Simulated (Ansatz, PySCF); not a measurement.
Reaction (SMILES): O=BCl -> O=BCl as doublet, charge +1 + e-
Structures are relaxed separately at B3LYP-D3(BJ)/def2-TZVP in Ansatz (a quantum-chemistry and plane-wave program).

Property: adiabatic ionisation energy (0 K, with B3LYP-D3(BJ) harmonic zero-point energies from PySCF), in eV. Correlated levels leave the core frozen unless marked. Open shells are spin-unrestricted. Spin-orbit coupling is left out. No relativistic terms. FCI takes restricted orbitals. Basis-set limits of correlation are two-point, X^-3; Hartree-Fock from the larger set.

```tsv
level	program	adiabatic ionisation energy (eV)
PBE-D4/def2-TZVPD	Ansatz + dftd4	12.19
r2SCAN-D3(BJ)/def2-TZVPD	Ansatz + dftd3	12.17
B3LYP-D4/def2-TZVPD	Ansatz + dftd4	12.33
PBE0-D4/def2-TZVP	Ansatz + dftd4	12.24
```

### Question
What does CCSD(T)/CBS(cc-pV(T+d)Z,cc-pV(Q+d)Z) (Ansatz) give?

### Answer
12.60 eV, so PBE0-D4/def2-TZVP differs from it by -0.36 eV.
